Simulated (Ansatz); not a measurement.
Reaction (substitution at a C–B bond): `BC([SiH3])Br` + HBr → `[SiH3]C(Br)Br` + BH₃

Calculated with Ansatz (gas phase, PBE0-D4/def2-TZVP geometries, no zero-point term in ΔE). CCSD(T)/CBS adds triple-zeta CCSD(T) − MP2 to the extrapolated MP2 energy (def2 sets, frozen cores). This one scheme is used for every species. DFT in def2-TZVPP. B3LYP here is the variant with VWN-RPA as its local correlation; programs differ in this. For Br outer-core shells are correlated without core-valence functions, which leaves a few kJ/mol of doubt a bond. Scalar relativity is left out up to krypton.

Is it downhill or uphill in electronic energy at CCSD(T)/CBS, and by how much? (An estimate is asked.)

The calculation gave: Uphill: ΔE = +0.94 eV.

What do these levels give: r2SCAN-D4, B2PLYP, r2SCAN, PBE0, B3LYP, HF/def2-TZVPP, SCS-MP2/def2-TZVPP, CCSD/def2-TZVPP, HF/def2-QZVPP, SCS-MP2/def2-QZVPP, MP2/CBS(def2), CCSD/CBS(def2)? (Best estimate.)

Ansatz gave: r2SCAN-D4 1.03, B2PLYP 0.94, r2SCAN 1.03, PBE0 1.04, B3LYP 0.97, HF/def2-TZVPP 0.93, SCS-MP2/def2-TZVPP 0.86, CCSD/def2-TZVPP 0.96, HF/def2-QZVPP 0.93, SCS-MP2/def2-QZVPP 0.86, MP2/CBS(def2) 0.89, CCSD/CBS(def2) 0.95 eV.

Largest T1 diagnostic among the species: 0.010.
